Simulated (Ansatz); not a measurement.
C2H6N (SMILES C[CH]N), doublet, geometry from GFN2-xTB; BLYP-D3BJ/6-31G* in Ansatz (a program for electronic structure).

The Ansatz input:
Ansatz 0.2 input:
```yaml
crystal:
  periodic: [false, false, false]
  atoms:
    - {symbol: C, position_ang: [1.23129600, -0.25669769, -0.09655273]}
    - {symbol: C, position_ang: [-0.05799116, 0.17393746, 0.49940779]}
    - {symbol: N, position_ang: [-1.20100732, 0.14966202, -0.31016964]}
    - {symbol: H, position_ang: [1.64723200, 0.48863493, -0.78864494]}
    - {symbol: H, position_ang: [1.96813276, -0.42204686, 0.68733552]}
    - {symbol: H, position_ang: [1.10338449, -1.18365188, -0.65721155]}
    - {symbol: H, position_ang: [-0.05524989, 0.94758192, 1.24931036]}
    - {symbol: H, position_ang: [-2.06668125, 0.26362547, 0.19896649]}
    - {symbol: H, position_ang: [-1.22959588, -0.64521633, -0.93569883]}
basis:
  gaussian:
    orbitals: 6-31G*
hamiltonian:
  xc: blyp
  dispersion: d3bj
magnetization: {spin_polarized: true, initial_magnetization: 1}
```

**Question.** Write the output that Ansatz gives for this input, abridged.

**Answer.** 
```
Functional definition: BLYP
782 factors; their error is unknown
mean field evaluation 1: about -3648.8776 eV, gradient 4.5e1 eV
mean field evaluation 2: about -3636.4204 eV, gradient 6.7e1 eV
mean field evaluation 4: about -3658.1934 eV, gradient 4.7e0 eV
mean field evaluation 8: about -3658.2934 eV, gradient 6.3e-2 eV
mean field evaluation 16: about -3658.2406 eV, gradient 3.3e-5 eV
mean field -3658.24059182 eV, -134.4378621047 hartree, gradient 3.3e-5 eV, S^2 0.752124; 0 other end points of the search recorded, 0 dependent functions left out
reference -3658.24082143 eV, -134.4378705428 hartree; 13, 12 occupied and 44, 45 virtual orbitals, 782 factors
Total energy: -3658.49892964 eV, -134.4473558446 hartree
```
